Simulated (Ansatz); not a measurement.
```yaml
atoms:
  - { symbol: N, position_ang: [0.0402, -0.0214, -0.5954] }
  - { symbol: N, position_ang: [0.0352, 0.0049, 0.6510] }
  - { symbol: H, position_ang: [-0.0212, 0.9840, -0.8704] }
  - { symbol: H, position_ang: [0.0364, -0.9629, 0.9042] }
```

Basis set: 6-31G (spherical functions). Correlated methods keep 2 orbitals frozen. Charge 0, multiplicity 1.

Computed with Ansatz (development build ahead of 0.2.0); each method stands on the lowest determinant of its kind that the runs found. Restricted open shells among the atoms or ions are ROHF, correlated in semicanonical orbitals with singles.

The atomization energy at this shape (free ground-state atoms in the same class of orbitals less the molecule, no zero-point energy) of singlet N2H2:

```
method  atomization energy
   RHF        428.5 kJ/mol
```

Q: What does RHF-MP2 give?

A: 870.0 kJ/mol.

This basis has no polarisation functions and is too small for such energies, which can lie far from measured ones in either direction.
